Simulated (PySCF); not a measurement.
**Pt⁵⁵⁺: ionisation energy**

Pt⁵⁵⁺ [Ar] 3d5 [3d3/2^4 3d5/2^1, M_J = 5/2] → Pt⁵⁶⁺ [Ar] 3d4 [3d3/2^4, M_J = 0], as a difference of total energies. Calculation: PySCF 2.14, in an even-tempered Gaussian basis (15 s from 16 bohr⁻², ratio 2.8; 12 p from 21 bohr⁻², ratio 2.8; 8 d from 21 bohr⁻², ratio 2.8; 3 f from 69 bohr⁻², ratio 3); the two-component X2C-1e Hamiltonian. Correlated levels: [Ne] frozen; the 72 highest virtual spinors dropped. "Screened" scales the spin-orbit matrix elements by Boettger's factors to mimic the two-electron term; Breit and QED terms are absent.

```
                    method  ionisation energy (eV)
           GHF (spin-free)                  5475.5
          GMP2 (spin-free)                  5475.4
 GHF (screened spin-orbit)                  5412.5
GMP2 (screened spin-orbit)                  5412.3
```

Breit and QED terms and the two-electron picture change are absent.

The spin-free rows relax to the high-spin LS determinant and lack the spin-orbit shift.

The labels give the starting determinants; with spin-orbit coupling the two ends relaxed to ⟨J²⟩ = 8.75, ⟨L²⟩ = 6.61, ⟨S²⟩ = 2.74 and ⟨J²⟩ = 0.00, ⟨L²⟩ = 2.47, ⟨S²⟩ = 2.47.

For comparison: 5410 ± 5 eV (theoretical estimate listed by NIST; NIST Atomic Spectra Database, ionization energies).
